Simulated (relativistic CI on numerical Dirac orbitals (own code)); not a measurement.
Computed by Dirac-Coulomb-Breit CI, separate exchange-only KLI orbitals for each configuration, QED by a radiative potential, unscaled Slater integrals (own radial code, finite nucleus).

The strongest absorption lines from the ground level of an ion, among the configurations computed and to levels below about 11200 eV (vacuum wavelength in Å, gf): 1.1109 (0.24), 1.4289 (0.24), 1.4302 (0.33), 1.4356 (0.15), 1.4517 (1.1), 1.4771 (0.43), 10.956 (0.28), 10.975 (0.16).

Problem. Which ion is it?
A. Lu66+
B. Pm56+
C. Os71+
D. Dy61+

Solution. D. Dy61+ has 5 electrons and the ground level 2s2 2p 2P°_1/2; the strongest line goes to 2s2 3d 2D_3/2. The pattern of lines fixes the number of electrons, and along that sequence the line energies rise steadily with the charge (about as its square where n changes within one kind of shell, about linearly where n is kept but much faster in heavy ions where fine structure, which grows about as Z⁴, sets the gap, and irregularly where shells cross), which fixes Z. Configurations outside the model, such as inner-shell arrays, can give stronger lines. At this charge energies of transitions that change n are usually good to better than 1 %, and those within a shell (Δn = 0) to a few per cent.

LS names give the leading component of a level, which can be under half, so a name can repeat, a term be missing and a line seem to break the LS rules.
